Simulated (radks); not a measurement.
The numbers below are computed, except where a source is named.
The gallium ion Ga2+, 29 electrons, occupied as [Ne] 3s2 3p5 3d10 4s2 (not the ground configuration).

Level of theory: scalar-relativistic Kohn-Sham, LDA (Slater exchange, Perdew-Wang correlation), spin-polarised, spherical densities, finite nucleus; open shells are filled with parallel spins first; Fermi nuclear charge, rms radius 3.9973 fm (a radial shooting solver on a logarithmic mesh with Libxc functionals).

Energy parts (eV):
part                       energy
total                  -52697.141
kinetic                 53573.951
electron-nucleus      -126243.537
Hartree                 21918.096
exchange-correlation    -1945.652

Orbitals (lengths in bohr, moments of r in powers of bohr; r(90%) holds 90 % of the orbital's charge):
orbital  occ.  eigenvalue (eV)      <r>   <1/r>  r(90%)       <r^4>
1s up       1        -10247.03  0.04867   31.25  0.0870  0.00002612
1s down     1        -10246.32  0.04867   31.26  0.0870  0.00002611
2s up       1        -1292.878   0.2182   6.836   0.338    0.005466
2s down     1        -1292.266   0.2181   6.836   0.338    0.005460
2p up       3        -1131.557   0.1908   6.714   0.312    0.004012
2p down     3        -1130.774   0.1908   6.714   0.312    0.004009
3s up       1        -178.6527   0.6478   2.201   0.969      0.3776
3s down     1        -177.0766   0.6489   2.197   0.971      0.3810
3p up       3        -129.6455   0.6709   2.055    1.03      0.4859
3p down     2        -128.1177   0.6726   2.050    1.03      0.4929
3d up       5         -49.2474   0.7545   1.724    1.27       1.234
3d down     5         -47.9797   0.7610   1.715    1.29       1.296
4s up       1         -29.0564    1.972  0.6663    2.91       30.28
4s down     1         -28.9320    1.979  0.6636    2.92       30.69

The highest occupied level is 4s down at -28.932 eV. Spin moment in Bohr magnetons: 1.
